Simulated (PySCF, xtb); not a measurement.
CaF, SMILES [F][Ca], multiplicity 2.

Harmonic wavenumbers (cm⁻¹) from GFN2-xTB (xtb) at its own minimum, in rising order: 442.

**Question.** What does PBE-D3(BJ)/def2-TZVPD run with PySCF give at its own minimum? (The exact figures need the calculation; the answer reports its results.)

**Answer.** 580. Paired by order, the mean absolute difference is 138 cm⁻¹ and the zero-point energies are 0.6 and 0.8 kcal/mol.
